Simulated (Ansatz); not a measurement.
`C[O][Sn]([CH3])([SH])[Cl]`, charge 0, multiplicity 1.

Problem. Give a relaxed structure at PBE0-D4/def2-TZVP (the Gaussian-basis code of Ansatz). (Estimate.)

Solution. The calculation gave: 
```xyz
13

C    -2.054    0.817    0.799
O    -0.798    0.988    0.182
Sn    0.502   -0.465    0.142
C     2.243    0.306   -0.779
S    -0.518   -2.414   -0.798
Cl    0.908   -1.085    2.350
H    -2.648    1.714    0.605
H    -1.962    0.694    1.885
H    -2.599   -0.048    0.400
H     2.000    0.620   -1.794
H     3.010   -0.467   -0.799
H     2.586    1.161   -0.198
H    -0.670   -1.821   -1.996
```
This is one stationary point; other conformers may exist.
